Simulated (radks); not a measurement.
Problem. These are the eigenvalues of the occupied orbitals of an atom or ion with whole-number occupations (eV). Method: scalar-relativistic Kohn-Sham, Slater X-alpha with alpha = 0.743, spin-polarised, spherical densities, point nucleus; computed with a radial shooting solver on a logarithmic mesh with Libxc functionals.

| orbital | eigenvalue |
|---|---|
| 1s up | -11003.42 |
| 1s down | -11003.32 |
| 2s up | -1409.730 |
| 2s down | -1409.703 |
| 2p up | -1238.914 |
| 2p down | -1238.875 |
| 3s up | -203.2297 |
| 3s down | -203.1115 |
| 3p up | -150.7588 |
| 3p down | -150.5984 |
| 3d up | -64.3336 |
| 3d down | -63.9736 |
| 4s up | -41.6230 |

Which element is it, and in what charge state? The configuration may be excited. Open shells, if any, are filled with parallel spins first.

Solution. Z = 32, germanium, charge +3: Ge3+ in [Ar] 3d10 4s1. The list shows which subshells hold electrons but not how many an open one holds; the 1s level, -404.37 hartree, gives Z - s = 28.4 by -(Z - s)^2/2, which with screening and relativity narrows Z to a few neighbours, and the depths of the outer levels then fix element, charge and occupations together.
